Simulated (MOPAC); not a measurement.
Input file for MOPAC: AM1 on GeH6Si (SMILES [SiH3][GeH3]), a point of a bond scan (R = 6.447 Å).

```
AM1 1SCF PRECISE CHARGE=0 THREADS=1
GeH6Si

Si    -1.60407886 1    -0.12828814 1     0.02054821 1
Ge     4.82200614 1     0.38564576 1    -0.06176977 1
H     -2.17715491 1     0.81800631 1     1.00694953 1
H     -1.99904053 1    -1.50734552 1     0.39348646 1
H     -2.15616106 1     0.18290136 1    -1.31931867 1
H      5.25015255 1     1.81335942 1    -0.44769242 1
H      5.43434771 1    -0.59137936 1    -1.08209897 1
H      5.41263714 1     0.06540792 1     1.32358747 1
```

It printed:

```
*******************************************************************************
 **                                                                           **
 **                              MOPAC v23.2.5                                **
 **                                                                           **
 *******************************************************************************
 ** MOPAC's Digital Object Identifier: https://doi.org/10.5281/zenodo.6511958 **
 **                                                                           **
 ** Please cite the open-source release paper for use of this MOPAC version:  **
 ** J. E. Moussa and J. J. P. Stewart (2026)                                  **
 ** MOPAC: An open-source semiempirical molecular orbital program             **
 ** J. Open Source Softw., 11(119), 8025, https://doi.org/10.21105/joss.08025 **
 *******************************************************************************

                              AM1 CALCULATION RESULTS

 *******************************************************************************
 *  AM1        - The AM1 Hamiltonian to be used
 *
 *
 *
 *                 CHARGE ON SYSTEM = 0
 *
 *
 *
 *  PRECISE    - TIGHTER CRITERIA TO BE USED
 *  1SCF       - DO 1 SCF AND THEN STOP
 *  THREADS=1  - MULTI-THREADING NOT USED
 *  T=         - A TIME OF 172800.0 SECONDS REQUESTED
 *  DUMP=N     - RESTART FILE WRITTEN EVERY 7200.0 SECONDS REQUESTED
 *******************************************************************************
AM1 1SCF PRECISE CHARGE=0 THREADS=1
 GeH6Si

   ATOM   CHEMICAL          X               Y               Z
  NUMBER   SYMBOL      (ANGSTROMS)     (ANGSTROMS)     (ANGSTROMS)

     1      Si         -1.60407886  *  -0.12828814  *   0.02054821  *
     2      Ge          4.82200614  *   0.38564576  *  -0.06176977  *
     3       H         -2.17715491  *   0.81800631  *   1.00694953  *
     4       H         -1.99904053  *  -1.50734552  *   0.39348646  *
     5       H         -2.15616106  *   0.18290136  *  -1.31931867  *
     6       H          5.25015255  *   1.81335942  *  -0.44769242  *
     7       H          5.43434771  *  -0.59137936  *  -1.08209897  *
     8       H          5.41263714  *   0.06540792  *   1.32358747  *



          CARTESIAN COORDINATES

    NO.       ATOM           X           Y           Z

     1        Si         -1.6041     -0.1283      0.0205
     2        Ge          4.8220      0.3856     -0.0618
     3         H         -2.1772      0.8180      1.0069
     4         H         -1.9990     -1.5073      0.3935
     5         H         -2.1562      0.1829     -1.3193
     6         H          5.2502      1.8134     -0.4477
     7         H          5.4343     -0.5914     -1.0821
     8         H          5.4126      0.0654      1.3236

  H: (AM1): M.J.S. DEWAR ET AL, J. AM. CHEM. SOC. 107 3902-3909 (1985)
 Si: (AM1): M.J.S.DEWAR, C. JIE, ORGANOMETALLICS, 6, 1486-1490 (1987).
 Ge: (AM1): M.J.S.Dewar and C.Jie, Organometallics, 8, 1544, (1989)

           Empirical Formula: H6 Si Ge  =     8 atoms



      MOLECULAR POINT GROUP   :   C3v


      RHF CALCULATION, NO. OF DOUBLY OCCUPIED LEVELS = 7



 ALL CONVERGERS ARE NOW FORCED ON
 SHIFT=10, PULAY ON, CAMP-KING ON
 AND ITERATION COUNTER RESET



 -------------------------------------------------------------------------------
 AM1 1SCF PRECISE CHARGE=0 THREADS=1
 GeH6Si



     1SCF WAS SPECIFIED, SO BFGS WAS NOT USED
     SCF FIELD WAS ACHIEVED


                              AM1 CALCULATION
                                                       MOPAC v23.2.5 Linux




          FINAL HEAT OF FORMATION =        126.11682 KCAL/MOL =     527.67278 KJ/MOL


          COSMO AREA              =        157.96 SQUARE ANGSTROMS
          COSMO VOLUME            =        133.76 CUBIC ANGSTROMS

          IONIZATION POTENTIAL    =          6.526454 EV
          HOMO LUMO ENERGIES (EV) =         -6.526 -3.964
          NO. OF FILLED LEVELS    =          7
          MOLECULAR WEIGHT        =        106.7229         POINT GROUP:  C3v

          MOLECULAR DIMENSIONS (Angstroms)

            Atom       Atom       Distance
            H     8    H     5     8.01782
            H     4    H     6     4.67018
            H     3    H     7     4.17440


          SCF CALCULATIONS        =          1





   ATOM   CHEMICAL          X               Y               Z
  NUMBER   SYMBOL      (ANGSTROMS)     (ANGSTROMS)     (ANGSTROMS)

     1      Si         -1.60407886  *  -0.12828814  *   0.02054821  *
     2      Ge          4.82200614  *   0.38564576  *  -0.06176977  *
     3       H         -2.17715491  *   0.81800631  *   1.00694953  *
     4       H         -1.99904053  *  -1.50734552  *   0.39348646  *
     5       H         -2.15616106  *   0.18290136  *  -1.31931867  *
     6       H          5.25015255  *   1.81335942  *  -0.44769242  *
     7       H          5.43434771  *  -0.59137936  *  -1.08209897  *
     8       H          5.41263714  *   0.06540792  *   1.32358747  *

                             CARTESIAN COORDINATES

   1   Si       -1.604078860    -0.128288140     0.020548210
   2   Ge        4.822006140     0.385645760    -0.061769770
   3    H       -2.177154910     0.818006310     1.006949530
   4    H       -1.999040530    -1.507345520     0.393486460
   5    H       -2.156161060     0.182901360    -1.319318670
   6    H        5.250152550     1.813359420    -0.447692420
   7    H        5.434347710    -0.591379360    -1.082098970
   8    H        5.412637140     0.065407920     1.323587470


           Empirical Formula: H6 Si Ge  =     8 atoms



      MOLECULAR POINT GROUP   :   C3v


                  EIGENVALUES
 -15.42671 -14.74672 -12.45763 -12.45763 -11.25406 -11.25406  -6.52645  -3.96383
   1.17125   1.17125   1.43071   1.43071   1.84177   2.86261


              NET ATOMIC CHARGES AND DIPOLE CONTRIBUTIONS

  ATOM NO.   TYPE          CHARGE      No. of ELECS.   s-Pop       p-Pop
    1         Si           0.486920        3.5131     0.96666     2.54642
    2         Ge          -0.033713        4.0337     0.98978     3.04393
    3          H          -0.141110        1.1411     1.14111
    4          H          -0.141110        1.1411     1.14111
    5          H          -0.141110        1.1411     1.14111
    6          H          -0.009959        1.0100     1.00996
    7          H          -0.009959        1.0100     1.00996
    8          H          -0.009959        1.0100     1.00996
 DIPOLE           X         Y         Z       TOTAL
 POINT-CHG.    -1.010    -0.081     0.013     1.014
 HYBRID        -0.188    -0.015     0.002     0.188
 SUM           -1.198    -0.096     0.015     1.202


          ATOMIC ORBITAL ELECTRON POPULATIONS

     Atom    s        px        py        pz
    1 Si   0.96666   0.84791   0.84925   0.84926
    2 Ge   0.98978   1.03186   1.00612   1.00596
    3  H   1.14111
    4  H   1.14111
    5  H   1.14111
    6  H   1.00996
    7  H   1.00996
    8  H   1.00996

 **********************
 *                    *
 * JOB ENDED NORMALLY *
 *                    *
 **********************




 == MOPAC DONE ==
```

The run finished.

Cost: roughly 0.07 core-seconds.
